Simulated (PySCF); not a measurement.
Job file and geometry (Å, from GFN2-xTB) of an NMR shielding run on SMILES C=C(C)B(C)[NH][AlH2], C₄H₁₁AlBN, GIAO PBE0/pcSseg-1 NMR shielding, non-relativistic, gas phase (PySCF 2.14.0, density-fitted response routines); density fitting, a coarse starting grid and PySCF grid level 2 are the driver's defaults:

```
$ OMP_NUM_THREADS=1 python probes_run.py task.json out

{"job": {"kind": "nmr", "xc": "PBE0", "basis": "pcSseg-1"}, "charge": 0, "multiplicity": 1}
C     -0.230401     1.747603     0.272523
C     -0.591184     0.469178     0.051233
C     -1.658916     0.137467    -0.936453
B      0.291560    -0.699069     0.657135
C     -0.288613    -1.895846     1.518276
N      1.628596    -0.528969     0.266604
Al     1.801368     0.975719    -0.775246
H     -0.777915     2.582501    -0.146785
H      0.449162     1.991822     1.083247
H     -1.192416    -0.352856    -1.793615
H     -2.188925     1.023306    -1.282704
H     -2.367867    -0.564565    -0.501263
H     -0.887922    -1.533417     2.351706
H      0.484397    -2.544921     1.923677
H     -0.947441    -2.515513     0.911506
H      2.298568    -1.226899     0.572626
H      2.723449     2.135367    -0.335577
H      1.445741     0.805410    -2.275205
```

Question: What does the program print?

Answer: 
```
coarse grid: 14936 points
cycle   1  E = -480.5721191641  dE =  5.849e-01  |g| = 5.635e-01  |ddm| = 3.681e+00
cycle   2  E = -480.5263049390  dE =  4.581e-02  |g| = 7.275e-01  |ddm| = 1.074e+00
cycle   3  E = -480.6485205861  dE = -1.222e-01  |g| = 1.189e-01  |ddm| = 6.669e-01
cycle   4  E = -480.6516000729  dE = -3.079e-03  |g| = 3.208e-02  |ddm| = 1.065e-01
cycle   5  E = -480.6518582357  dE = -2.582e-04  |g| = 4.911e-03  |ddm| = 3.134e-02
cycle   6  E = -480.6518629333  dE = -4.698e-06  |g| = 2.778e-03  |ddm| = 7.266e-03
final grid: 138016 points
cycle   7  E = -480.6882267318  dE = -2.964e-05  |g| = 9.982e-03  |ddm| = 2.807e-02
cycle   8  E = -480.6882035239  dE =  2.321e-05  |g| = 1.377e-02  |ddm| = 2.113e-02
cycle   9  E = -480.6882520334  dE = -4.851e-05  |g| = 1.847e-03  |ddm| = 1.296e-02
cycle  10  E = -480.6882528897  dE = -8.563e-07  |g| = 1.480e-04  |ddm| = 1.509e-03
cycle  11  E = -480.6882528942  dE = -4.563e-09  |g| = 7.006e-05  |ddm| = 1.770e-04
cycle  12  E = -480.6882528951  dE = -8.454e-10  |g| = 2.978e-05  |ddm| = 6.924e-05
converged SCF energy = -480.6882528951

GIAO shielding tensors (ppm)
atom      isotropic    diamagn.    paramagn.     s11        s22        s33       span
  0 C       71.722     257.408    -185.685    -24.988     93.056    147.100    172.088
  1 C      -16.933     265.009    -281.942   -147.386    -74.996    171.584    318.971
  2 C      159.307     249.070     -89.763    145.291    150.641    181.988     36.696
  3 B       54.785     192.665    -137.880      5.828     46.348    112.180    106.351
  4 C      182.133     252.483     -70.349    173.309    179.224    193.868     20.559
  5 N      120.292     321.741    -201.450    -14.164    145.067    229.973    244.137
  6 Al     404.317     795.934    -391.617    365.670    399.994    447.287     81.617
  7 H       26.444      32.239      -5.795     23.765     25.657     29.910      6.145
  8 H       25.485      32.474      -6.990     22.297     25.224     28.932      6.634
  9 H       29.134      30.628      -1.494     25.901     27.984     33.517      7.616
 10 H       29.587      30.654      -1.068     26.127     28.244     34.389      8.262
 11 H       29.343      30.662      -1.319     25.023     28.999     34.008      8.985
 12 H       31.206      30.663       0.543     27.584     29.112     36.922      9.338
 13 H       31.279      30.226       1.053     27.336     29.411     37.090      9.754
 14 H       31.073      31.029       0.044     26.944     29.501     36.774      9.830
 15 H       27.091      32.196      -5.106     23.901     25.576     31.795      7.894
 16 H       27.147      29.422      -2.275     24.077     24.969     32.395      8.318
 17 H       27.524      30.472      -2.947     24.567     26.221     31.786      7.219
```

Size and cost of the density-fitted run: 181 basis functions, 50 s wall time on 1 thread of an Arm Neoverse N1, shared host; peak memory 0.83 GiB.
